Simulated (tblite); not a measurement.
C₅H₄NS (doublet state).
Z-matrix (Å and degrees, GFN2-xTB geometry), rows numbered from 1:
```
N 
C   1  1.2280
C   2  1.4528  1  127.74
C   3  1.3701  2  127.73  1     0.04
C   4  1.4060  3  112.51  2  -180.00
C   5  1.3613  4  112.75  3     0.05
S   6  1.7123  5  112.46  4    -0.03
H   2  1.1027  1  119.96  3   179.93
H   4  1.0745  3  122.63  2     0.09
H   5  1.0750  4  123.73  3  -180.00
H   6  1.0720  5  128.24  4   179.99
```

All values are computed: GFN2-xTB (tblite) harmonic vibrations without scaling, gas phase. Errors from tens to a few hundred cm⁻¹ against measured bands are possible. One conformer, not necessarily the lowest. Open shells enter through the occupations alone, without spin polarisation, and single modes of such species can be off by tens of per cent.

Harmonic wavenumbers (cm⁻¹): 111.9, 185.9, 222.3, 389.7, 423.6, 527.6, 542.2, 728.1, 738.2, 745.1, 799.0, 824.3, 854.3, 855.4, 1044.0, 1075.3, 1108.0, 1159.1, 1188.5, 1349.2, 1424.5, 1530.1, 1755.2, 2756.8, 3132.8, 3148.6, 3165.0.

A = 5079, B = 1877, C = 1371 MHz; mass 110.006 u (most abundant isotopes); point group Cs, symmetry number 1; spin multiplicity 2.

What is the zero-point energy?

Half the sum of the wavenumbers: 15892 cm⁻¹ = 45.44 kcal/mol.

Entropy at 298.15 K, 1 bar (ideal gas, RRHO, classical rotation)?

Translation 40.03, rotation 27.60, vibration 12.36, spin (R ln 2) 1.38: S = 81.4 cal/(mol K).

And Cp and H(298.15 K) − H(0)?

Cp = 25.16 cal/(mol K), of which vibrations give 17.21 (their classical limit is 27 R = 53.7); H(298.15 K) − H(0) = 4.59 kcal/mol without the zero-point energy, 2.22 from vibrations.

How do the functions run with temperature in this model?

```json
{"T (K)": "100", "S (cal/(mol K))": "62.6", "Cp (cal/(mol K))": "12.1", "H − H(0) (kcal/mol)": "0.95", "G − H(0) (kcal/mol)": "-5.31", "ln q(vib)": "0.34"}
{"T (K)": "200", "S (cal/(mol K))": "72.8", "Cp (cal/(mol K))": "18.3", "H − H(0) (kcal/mol)": "2.46", "G − H(0) (kcal/mol)": "-12.09", "ln q(vib)": "1.30"}
{"T (K)": "300", "S (cal/(mol K))": "81.5", "Cp (cal/(mol K))": "25.3", "H − H(0) (kcal/mol)": "4.64", "G − H(0) (kcal/mol)": "-19.82", "ln q(vib)": "2.49"}
{"T (K)": "500", "S (cal/(mol K))": "97.2", "Cp (cal/(mol K))": "36.4", "H − H(0) (kcal/mol)": "10.89", "G − H(0) (kcal/mol)": "-37.73", "ln q(vib)": "5.18"}
{"T (K)": "800", "S (cal/(mol K))": "116.6", "Cp (cal/(mol K))": "45.8", "H − H(0) (kcal/mol)": "23.37", "G − H(0) (kcal/mol)": "-69.93", "ln q(vib)": "9.31"}
{"T (K)": "1000", "S (cal/(mol K))": "127.3", "Cp (cal/(mol K))": "49.5", "H − H(0) (kcal/mol)": "32.92", "G − H(0) (kcal/mol)": "-94.34", "ln q(vib)": "11.91"}
```

q(vib) and H(0) count from the zero-point level.

Which modes carry the vibrational entropy at 298.15 K?

111.9 cm⁻¹: 3.24; 185.9 cm⁻¹: 2.27; 222.3 cm⁻¹: 1.94; 389.7 cm⁻¹: 1.00; 423.6 cm⁻¹: 0.88; 527.6 cm⁻¹: 0.59 cal/(mol K); the other 21 give 2.44 together.

Blend soft modes into free rotors: weight 1/[1 + (100 cm⁻¹/ν̃)⁴] for the oscillator and the rest for a rotor with moment μB/(μ + B), μ = h/(8π²ν), B = 10⁻⁴⁴ kg m². What vibrational entropy results?

12.17 cal/(mol K) in place of 12.36, which changes −T·S at 298.15 K by +0.05 kcal/mol.

What must be added to the electronic energy to get the Gibbs energy at 298.15 K and 1 bar?

ZPE + [H(298.15 K) − H(0)] − T·S = 45.44 + 4.59 − 24.26 = 25.77 kcal/mol.

Hindered rotation and anharmonicity are outside this model. Other conformers, if any are populated, would add a mixing term that is left out.
